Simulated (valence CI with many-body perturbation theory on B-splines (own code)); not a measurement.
**I XLVI: E2, E3, M1, M2 decay**

Level of theory: relativistic CI+MBPT: six valence electrons over a frozen Dirac-Fock core [He], a basis of 9 s, 9 p, 8 d, 6 f, 3 g, 1 h functions for each j, with the one-electron correlation potential Σ1 (screened to all orders), the two-electron term Σ2, the three-electron term Σ3, Breit, model QED; selected single and double excitations, second order for the rest, scaled by the run's own slope (own B-spline code, finite nucleus).

No measured spectrum was set against this ion. As an estimate, large intervals hold to a few tenths of a per cent, small ones and those within an open d or f shell to about a per cent. Among the levels kept, up to 2500 cm⁻¹ of a level comes from second order outside the variational space, and about a tenth of that is noise between levels of different J, which matters for small intervals.

Lines 1 to 50 of 54 in falling wavelength, among levels below 4877.2 eV, chosen from the decays that carry over 1 % of a level's rate. Wavelengths and rates use the calculated energies. Electric multipoles are in the length gauge with retardation, E1 and E2 with the static RPA response of the core. M1 uses the relativistic operator with retardation. Weak lines are less certain than strong ones. Lines between different terms over intervals too small for the method are left out, as are lines whose strength nearly cancels. Where a level lies close to another of its J and parity, the split of strength between their lines is uncertain. The highest levels of a list are the least certain.

Levels are named by their leading jj configuration (3d3/2^4 stands for four electrons in 3d with j = 3/2), which in mixed levels can hold well under half, so a name can repeat and another be missing. Letters in brackets count levels of one name in rising energy.

```csv
λ vac (Å),Upper,Lower,Type,A (s⁻¹),Branch %
335.5,(2s^2 2p1/2^2 2p3/2^2) J=0,(2s^2 2p1/2^2 2p3/2^2) J=2,E2,2.89e+01,100.0
45.89,(2s^2 2p1/2 2p3/2^3) J=1,(2s^2 2p1/2^2 2p3/2^2) J=0,M1,7.02e+07,22.8
40.37,(2s^2 2p1/2 2p3/2^3) J=1,(2s^2 2p1/2^2 2p3/2^2) J=2,M1,2.38e+08,77.1
38.32,(2s^2 2p1/2 2p3/2^3) J=2,(2s^2 2p1/2^2 2p3/2^2) J=2,M1,1.47e+08,99.6
36.79,(2s^2 2p3/2^4) J=0,(2s^2 2p1/2 2p3/2^3) J=1,M1,6.57e+08,98.7
3.110,(2s^2 2p1/2^2 2p3/2 3d5/2) J=4,(2s 2p1/2^2 2p3/2^3) J=2,E2,3.98e+08,1.5
2.877,(2s 2p1/2^2 2p3/2^2 3p1/2) J=3,(2s 2p1/2^2 2p3/2^3) J=2,E2,1.43e+11,4.1
2.871,(2s^2 2p1/2^2 2p3/2 3p1/2) J=2,(2s^2 2p1/2^2 2p3/2^2) J=0,E2,5.40e+10,16.7
2.869,(2s^2 2p1/2 2p3/2^2 3p1/2) J=1 [a],(2s^2 2p1/2 2p3/2^3) J=2,E2,3.32e+10,25.9
2.864,(2s^2 2p1/2 2p3/2^2 3p1/2) J=2 [a],(2s^2 2p1/2 2p3/2^3) J=2,E2,4.32e+09,2.5
2.858,(2s^2 2p1/2 2p3/2^2 3p1/2) J=1 [a],(2s^2 2p1/2 2p3/2^3) J=1,E2,3.21e+10,25.0
2.854,(2s^2 2p1/2 2p3/2^2 3p1/2) J=3,(2s^2 2p1/2 2p3/2^3) J=2,E2,1.80e+11,72.7
2.853,(2s^2 2p1/2 2p3/2^2 3p1/2) J=2 [a],(2s^2 2p1/2 2p3/2^3) J=1,E2,1.50e+11,85.4
2.848,(2s^2 2p1/2^2 2p3/2 3p1/2) J=1,(2s^2 2p1/2^2 2p3/2^2) J=2,E2,1.61e+11,68.7
2.847,(2s^2 2p1/2^2 2p3/2 3p1/2) J=2,(2s^2 2p1/2^2 2p3/2^2) J=2,E2,2.12e+11,65.5
2.844,(2s^2 2p1/2 2p3/2^2 3p1/2) J=3,(2s^2 2p1/2 2p3/2^3) J=1,E2,2.96e+10,12.0
2.840,(2s^2 2p1/2 2p3/2^2 3p1/2) J=2 [b],(2s^2 2p1/2 2p3/2^3) J=2,E2,9.65e+10,11.5
2.836,(2s^2 2p1/2 2p3/2^2 3p1/2) J=1 [b],(2s^2 2p1/2 2p3/2^3) J=2,E2,9.02e+10,28.6
2.829,(2s^2 2p1/2 2p3/2^2 3p1/2) J=2 [b],(2s^2 2p1/2 2p3/2^3) J=1,E2,1.44e+10,1.7
2.825,(2s^2 2p1/2 2p3/2^2 3p1/2) J=1 [b],(2s^2 2p1/2 2p3/2^3) J=1,E2,9.33e+10,29.5
2.818,(2s^2 2p1/2 2p3/2^2 3p1/2) J=0,(2s^2 2p1/2 2p3/2^3) J=2,E2,2.02e+11,27.4
2.813,(2s^2 2p1/2 2p3/2^2 3p3/2) J=3 [a],(2s^2 2p1/2 2p3/2^3) J=2,E2,1.71e+10,3.2
2.811,(2s^2 2p1/2 2p3/2^2 3p3/2) J=2 [a],(2s^2 2p1/2 2p3/2^3) J=2,E2,1.26e+10,1.8
2.804,(2s^2 2p1/2^2 2p3/2 3p3/2) J=2,(2s^2 2p1/2^2 2p3/2^2) J=0,E2,6.64e+10,25.1
2.802,(2s^2 2p1/2 2p3/2^2 3p3/2) J=3 [a],(2s^2 2p1/2 2p3/2^3) J=1,E2,3.53e+10,6.6
2.801,(2s^2 2p1/2 2p3/2^2 3p3/2) J=2 [a],(2s^2 2p1/2 2p3/2^3) J=1,E2,6.16e+10,9.0
2.799,(2s^2 2p1/2 2p3/2^2 3p3/2) J=3 [b],(2s^2 2p1/2 2p3/2^3) J=2,E2,5.26e+10,11.1
2.798,(2s^2 2p1/2 2p3/2^2 3p3/2) J=4,(2s^2 2p1/2 2p3/2^3) J=2,E2,5.41e+10,18.1
2.792,(2s^2 2p1/2^2 2p3/2 3p3/2) J=3,(2s^2 2p1/2^2 2p3/2^2) J=2,E2,1.14e+11,43.7
2.792,(2s^2 2p1/2^2 2p3/2 3p3/2) J=1,(2s^2 2p1/2^2 2p3/2^2) J=2,E2,1.23e+11,39.2
2.792,(2s^2 2p1/2 2p3/2^2 3p3/2) J=1 [a],(2s^2 2p1/2 2p3/2^3) J=1,E2,4.39e+10,13.5
2.789,(2s^2 2p1/2 2p3/2^2 3p3/2) J=3 [b],(2s^2 2p1/2 2p3/2^3) J=1,E2,1.98e+10,4.2
2.788,(2s^2 2p1/2 2p3/2^2 3p3/2) J=1 [b],(2s^2 2p1/2 2p3/2^3) J=2,E2,1.14e+11,5.5
2.782,(2s^2 2p1/2 2p3/2^2 3p3/2) J=2 [b],(2s^2 2p1/2 2p3/2^3) J=2,E2,1.51e+11,3.9
2.778,(2s^2 2p1/2 2p3/2^2 3p3/2) J=1 [b],(2s^2 2p1/2 2p3/2^3) J=1,E2,6.66e+10,3.2
2.771,(2s^2 2p1/2 2p3/2^2 3p3/2) J=2 [b],(2s^2 2p1/2 2p3/2^3) J=1,E2,5.26e+10,1.4
2.770,(2s^2 2p1/2^2 2p3/2 3p3/2) J=0,(2s^2 2p1/2^2 2p3/2^2) J=2,E2,3.31e+11,35.9
2.746,(2s^2 2p1/2 2p3/2^2 3d5/2) J=4 [a],(2s^2 2p1/2 2p3/2^3) J=2,M2,5.70e+08,1.2
2.733,(2s^2 2p1/2 2p3/2^2 3d5/2) J=4 [b],(2s^2 2p1/2 2p3/2^3) J=2,M2,6.35e+09,20.6
2.727,(2s^2 2p1/2^2 2p3/2 3d5/2) J=4,(2s^2 2p1/2^2 2p3/2^2) J=2,M2,4.06e+09,14.8
2.727,(2s^2 2p1/2^2 2p3/2 3d5/2) J=4,(2s^2 2p1/2^2 2p3/2^2) J=2,E3,2.75e+08,1.0
2.625,(2s^2 2p1/2 2p3/2^2 3p1/2) J=0,(2s^2 2p1/2^2 2p3/2^2) J=2,E2,1.58e+10,2.1
2.620,(2s^2 2p1/2 2p3/2^2 3p3/2) J=3 [a],(2s^2 2p1/2^2 2p3/2^2) J=2,E2,4.93e+10,9.2
2.619,(2s^2 2p1/2 2p3/2^2 3p3/2) J=2 [a],(2s^2 2p1/2^2 2p3/2^2) J=2,E2,5.50e+10,8.0
2.617,(2s^2 2p1/2 2p3/2^2 3p3/2) J=0,(2s^2 2p1/2^2 2p3/2^2) J=2,E2,1.02e+11,32.6
2.611,(2s^2 2p1/2 2p3/2^2 3p3/2) J=1 [a],(2s^2 2p1/2^2 2p3/2^2) J=2,E2,9.04e+10,27.7
2.609,(2s^2 2p1/2 2p3/2^2 3p3/2) J=3 [b],(2s^2 2p1/2^2 2p3/2^2) J=2,E2,8.91e+10,18.8
2.608,(2s^2 2p1/2 2p3/2^2 3p3/2) J=4,(2s^2 2p1/2^2 2p3/2^2) J=2,E2,1.47e+11,49.3
2.606,(2s^2 2p1/2 2p3/2^2 3p3/2) J=2 [c],(2s^2 2p1/2^2 2p3/2^2) J=0,E2,1.11e+11,3.1
2.599,(2s^2 2p1/2 2p3/2^2 3p3/2) J=1 [b],(2s^2 2p1/2^2 2p3/2^2) J=2,E2,3.57e+10,1.7
```
